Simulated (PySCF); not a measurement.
Ta(S)(F)(OH)2 (FH2O2STa), SMILES [OH][Ta]([OH])([F])=[S], multiplicity 1.

Coordinates come from a PBE0-D3(BJ)/def2-SVP optimisation. The multiplicity is an assumed one; other spin states were not compared. The def2 effective core potentials stand for the cores of Ta; spin–orbit coupling is left out. One conformer was computed; it need not be the lowest.

Two levels are set side by side: TDDFT-PBE/def2-SVPD (PySCF) and TDDFT-PBE0/def2-SVPD (PySCF). Vertical, same geometry. The lowest singlet is HOMO→LUMO 92 % with PBE and HOMO→LUMO 87 % with the other functional; states are paired by order. Differences are taken from unrounded values.

| quantity | TDDFT-PBE0 |
|---|---|
| lowest singlet excitation (eV) | 4.46 |
| lowest triplet excitation (TDA) (eV) | 3.84 |

### Question
What does TDDFT-PBE give, and how far is it from TDDFT-PBE0? (An estimate is asked for; the answer gives what the named calculation found.)

### Answer

```tsv
quantity	TDDFT-PBE	TDDFT-PBE minus TDDFT-PBE0
lowest singlet excitation (eV)	4.30	-0.16
lowest triplet excitation (TDA) (eV)	3.79	-0.05
```

Functionals without exact exchange tend to place singlet excitations lower, as here. Differences between two approximate levels are no errors against the true value.

Rough cost on one machine, each run with all the roots and properties that it gave: TDDFT-PBE0 against TDDFT-PBE about 4 times.
